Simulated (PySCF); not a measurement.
Magnetic susceptibility: SMILES C/C=C\C(Cl)=C/C, C6H9Cl

Geometry:
```
atom   x (Å)   y (Å)   z (Å)
  C1   1.760  -0.222  -0.602
  C2   1.309  -0.753   0.715
  C3   0.284  -0.304   1.430
  C4  -0.614   0.785   1.046
 Cl5  -0.627   2.092   2.211
  C6  -1.405   0.862  -0.017
  C7  -1.552  -0.207  -1.048
  H8   1.611  -0.967  -1.384
  H9   1.218   0.681  -0.867
 H10   2.826  -0.002  -0.561
 H11   1.905  -1.564   1.113
 H12   0.095  -0.717   2.413
 H13  -2.022   1.739  -0.156
 H14  -2.607  -0.448  -1.178
 H15  -1.173   0.140  -2.008
 H16  -1.015  -1.106  -0.760
```

Theory: GIAO BLYP/6-311G** magnetisability, non-relativistic, IEF-PCM water in PySCF. Geometry: GFN2-xTB.

Q: What are the magnetisability and the molar susceptibility?

A: Isotropic -1238 × 10⁻³⁰ J/T², or -74.6 × 10⁻⁶ cm³/mol; principal values -1389, -1256, -1069 × 10⁻³⁰ J/T², anisotropy 278 × 10⁻³⁰ J/T² (root of half the summed squared differences of the principal values). The susceptibility is in cgs units.

Q: Split it along the inertial axes a, b, c into diamagnetic and paramagnetic parts about the centre of mass, with the quadrupole moment.

A: 
```tsv
axis	χ (10⁻⁶ cm³/mol)	diamagnetic (10⁻⁶ cm³/mol)	paramagnetic (10⁻⁶ cm³/mol)	summed x² of all electrons (Å²)	quadrupole Θ (D Å)
a	-75.2	-562.5	487.4	167.5	-2.21
b	-71.5	-847.4	775.9	100.3	+3.82
c	-77.0	-1136.3	1059.2	32.3	-1.61
```
Anisotropies 2χaa − χbb − χcc = -1.9 and 2χbb − χaa − χcc = +9.3 × 10⁻⁶ cm³/mol. Θ is traceless in Buckingham's convention.
